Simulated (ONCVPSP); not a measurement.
## Before and after: ONCV potential for barium (Ba)

```json
{"Element": "Ba (Z = 56)", "Generator": "ONCVPSP 4.0.1", "Type": "optimised norm-conserving Vanderbilt (ONCV)", "Functional": "BLYP", "Relativity": "scalar-relativistic", "Frozen core": "[Kr] 4d10", "Valence charge": "10", "Reference configuration": "5s2 5p6 6s1.75 6p0.25", "Partial waves": "5s+6s: rc 2.80 bohr, ncon 3, nbas 8, qcut 5.1 1/bohr, 2 projectors; 5p+6p: rc 3.75 bohr, ncon 4, nbas 8, qcut 4 1/bohr, 3 projectors, debl 3.8 Ha; d scattering state at 0.34 Ha: rc 2.80 bohr, ncon 4, nbas 8, qcut 4.1 1/bohr, local; f scattering state at 0.08 Ha: rc 2.90 bohr, ncon 4, nbas 8, qcut 3.8 1/bohr, 1 projector", "Local potential": "the d channel", "Core correction": "Teter function, fcfact 3.25, rcfact 1.75"}
```

In the d channel the program set the typed energies aside and used 0.050 Ha.

All-electron outer shells of the reference configuration (BLYP, scalar-relativistic, ld1.x):

| shell | level (eV) | outermost node (bohr) | outermost maximum (bohr) |
| --- | --- | --- | --- |
| 4d | -89.66 | 0.32 | 0.70 |
| 5s | -33.72 | 0.80 | 1.47 |
| 5p | -18.75 | 0.86 | 1.67 |
| 6s | -3.24 | 1.96 | 4.05 |
| 6p | -1.20 | 2.36 | 5.40 |

Change: core correction Teter function, fcfact 4.9, rcfact 1.75.

Cutoffs: the cutoffs (Ha) at which the residual kinetic energy of the hardest occupied pseudo-wave falls to 1 and 0.1 mHa per electron; they do not see the model core or the augmentation charge, which bear on the density cutoff. Errors are all-electron minus pseudo energies relative to the spin-unpolarised reference configuration.

Q: Predict the effect on cutoff, ghosts and configuration errors.

A: The potential gets neither clearly harder nor softer (7.3 Ha and 9.0 Ha → 7.3 Ha and 9.0 Ha); of the 4 tests that both files solve, the error grows in 3 and shrinks in 0 by more than 15 % and 0.3 meV (median size 7.7 → 9.5 meV); neither file shows a bound ghost. A model core, the more so a compact one, raises the density cutoff, which this test does not measure.

```tsv
quantity	base	changed
cutoff, loose	7.3 Ha	7.3 Ha
cutoff, tight	9.0 Ha	9.0 Ha
bound ghosts	none	none
GHOST(+) flags under 300 eV	f at 1.7 eV	f at 1.7 eV
error for 5s2 5p6 6s2 6p0, meV [ΔE -0.50 eV]	-0.1	-0.1
error for 5s2 5p6 6s1 6p0, meV [ΔE 4.77 eV]	-1.6	-2.0
error for 5s2 5p6 6s0 6p0, meV [ΔE 14.83 eV]	-15	-20
error for 5s2 5p6 5d1 6s0 6p0, meV [ΔE 5.58 eV]	-14	-17
s: phases at 2.84 bohr within 0.05 rad from the reference energy up to (Ha; the scan ends near 5)	2.5	2.5
p: phases at 3.81 bohr within 0.05 rad from the reference energy up to (Ha; the scan ends near 5)	1.9	1.9
d: phases at 2.84 bohr within 0.05 rad from the reference energy up to (Ha; the scan ends near 5)	1.3	1.3
f: phases at 2.94 bohr within 0.05 rad from the reference energy up to (Ha; the scan ends near 5)	0.2	0.2
rms error of d²Exc/dni dnj with the model core, mHa	1.98	3.08
```

Base: The cutoffs count occupied waves only; projector 1 of the f channel, the hardest unoccupied one, needs 30 Ha at the loose tolerance. Changed file: The cutoffs count occupied waves only; projector 1 of the f channel, the hardest unoccupied one, needs 30 Ha at the loose tolerance.
